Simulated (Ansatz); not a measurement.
`[OH][In]([F])[SH]` + HBr → `[F][In]([SH])[Br]` + H₂O  (ligand exchange at the In–O bond)

Calculated with Ansatz (gas phase, PBE0-D4/def2-TZVP geometries, no zero-point term in ΔE). CCSD(T)/CBS adds triple-zeta CCSD(T) − MP2 to the extrapolated MP2 energy (def2 sets, frozen cores). This one scheme is used for every species. DFT in def2-TZVPP. Elements past krypton have def2 core potentials. For Br, In outer-core shells are correlated without core-valence functions, which leaves a few kJ/mol of doubt a bond. Scalar relativity is left out up to krypton. One conformer a species, not always the lowest.

**Question.** Is it downhill or uphill in electronic energy at CCSD(T)/CBS, and by how much? (An estimate is asked.)

**Answer.** Computed: Downhill: ΔE = -25.2 kcal/mol.

**Question.** What do these levels give: PBE-D4, r2SCAN-D4, HF/def2-TZVPP, CCSD/def2-TZVPP, SCS-MP2/def2-QZVPP, CCSD/CBS(def2)? (Estimate.)

**Answer.** Computed: PBE-D4 -23.7, r2SCAN-D4 -24.6, HF/def2-TZVPP -29.0, CCSD/def2-TZVPP -24.7, SCS-MP2/def2-QZVPP -24.5, CCSD/CBS(def2) -25.8 kcal/mol.

Largest T1 diagnostic among the species: 0.016.

From PBE to PBE0 (25 % exact exchange), in def2-TZVPP and without D4, ΔE moves by −2.5 kcal/mol. In def2-TZVPP, CCSD(T) changes the Hartree–Fock value by +4.9 kcal/mol (the triples alone add +0.6 kcal/mol) and MP2 by +4.2 kcal/mol.
